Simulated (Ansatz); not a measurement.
# A family of molecules: the vertical ionisation energy

One atom is swapped for its congeners: CH2ClF `FCCl`; SiH2ClF `F[SiH2]Cl`; GeH2ClF `[F][GeH2][Cl]`. All are singlets with charge 0.

Shapes, held fixed at every level: PBE0-D4/def2-TZVP. Programs: Ansatz 0.2.0. Values in eV.

| level | CH2ClF | SiH2ClF | GeH2ClF |
| --- | --- | --- | --- |
| HF/def2-TZVPP | 10.79 | 11.28 | 11.05 |
| PBE-D4/def2-TZVPP | 11.21 | 11.29 | 11.18 |
| B3LYP-D4/def2-TZVPP | 11.59 | 11.70 | 11.60 |
| B2PLYP/def2-TZVPP | 11.65 | 11.86 | 11.76 |
| CCSD/def2-TZVPP | 11.68 | 12.03 | 11.85 |
| CCSD(T)/def2-TZVPP | 11.69 | 12.02 | 11.85 |

At CCSD(T)/def2-TZVPP the vertical ionisation energy isn't monotonic: it is largest for Si and smallest for C (12.02 and 11.69 eV). 5 of 6 levels show this order throughout; 5 agree on the largest and the smallest. Relativity is left out for Ge unless named. Correlated rows may include outer-core shells of Ge, which these sets cover unevenly.
